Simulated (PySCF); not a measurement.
Li(Me) cation (CH₃Li), SMILES [CH3][Li] (connectivity only; charge and spin as stated), charge +1, multiplicity 2.

Coordinates come from a ωB97X-D3(BJ)/def2-TZVPD optimisation. The multiplicity is an assumed one; other spin states were not compared. The isomer is the one that the SMILES or the coordinates give; other isomers of the formula were not compared.

Method: PySCF with ωB97X/def2-TZVPD.

The molecule is in vacuum.

Computed frontier levels, dipole moment and polarisability:
- α spin, highest occupied and lowest empty level = -15.86 and -4.25 eV
- β spin, highest occupied and lowest empty level = -19.79 and -6.63 eV
- dipole moment about the centre of nuclear charge = 1.354 e·Å
- mean static polarisability = 15.3 bohr³ (2.27 Å³)
- polarisability, principal values = 15.2, 15.2, 15.6 bohr³
- ⟨S²⟩ = 0.754 (pure state 0.75)
